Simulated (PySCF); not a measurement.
C4H8Cl, SMILES [CH2]C(C)(C)Cl, multiplicity 2. Geometry: PBE0-D3(BJ)/def2-SVP. The isomer is the one that the SMILES or the coordinates give; other isomers of the formula were not compared.

**Question.** Give the equilibrium geometry at PBE0-D3(BJ)/def2-SVP (PySCF confirms it by a frequency run) as bond lengths and angles, and its point group. (Estimate from the structure and the level; the computed values follow.)

**Answer.** point group Cs.
Atoms: C1 C2 C3 C4 Cl5 H6 H7 H8 H9 H10 H11 H12 H13. Bond lengths (Å): C1–C2 1.472, C1–H6 1.093, C1–H7 1.093, C2–C3 1.518, C2–C4 1.518, C2–Cl5 1.878, C3–H8 1.099, C3–H9 1.099, C3–H10 1.102, C4–H11 1.099, C4–H12 1.099, C4–H13 1.102. Angles (°): C2–C1–H6 119.9, C2–C1–H7 119.9, H6–C1–H7 118.6, C1–C2–C3 113.1, C1–C2–C4 113.1, C1–C2–Cl5 105.2, C3–C2–C4 112.7, C3–C2–Cl5 106.0, C4–C2–Cl5 106.0, C2–C3–H8 110.9, C2–C3–H9 110.7, C2–C3–H10 109.5, H8–C3–H9 108.4, H8–C3–H10 108.6, H9–C3–H10 108.7, C2–C4–H11 110.7, C2–C4–H12 110.9, C2–C4–H13 109.5, H11–C4–H12 108.4, H11–C4–H13 108.7, H12–C4–H13 108.6.
Charge 0, spin multiplicity 2.
